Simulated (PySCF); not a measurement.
## From computed data to an observable: refractive index and permittivity of the vapour

silole (C4H6Si), SMILES C1=C[SiH2]C=C1.

The structure is a stationary point at r2SCAN-D4/def2-SVP.

PBE0/def2-TZVP (PySCF) gives a mean static polarisability of 68.9 bohr³ and a dipole moment of 0.69 D. Take an ideal gas at 298.15 K and 0.01 bar, whether or not the substance is that volatile.

Task: Work out n − 1 in the optical limit and the static ε − 1.

Result: 
Polarisability volume α' = 68.9 × 0.148185 = 10.21 Å³. Number density N = p/kT = 2.43e-7 Å⁻³.
Dilute limit of Lorentz–Lorenz: n − 1 = 2π N α' = 1.6e-5.
Orientation term of Debye: μ²/(3kT) = 8.098 Å³ × μ²(D²) = 3.86 Å³.
ε − 1 = 4π N (α' + μ²/3kT) = 4.3e-5. Orientation of the dipole supplies 27 % of the static response; it can't follow optical fields. Vibrational polarisation and dispersion are left out.
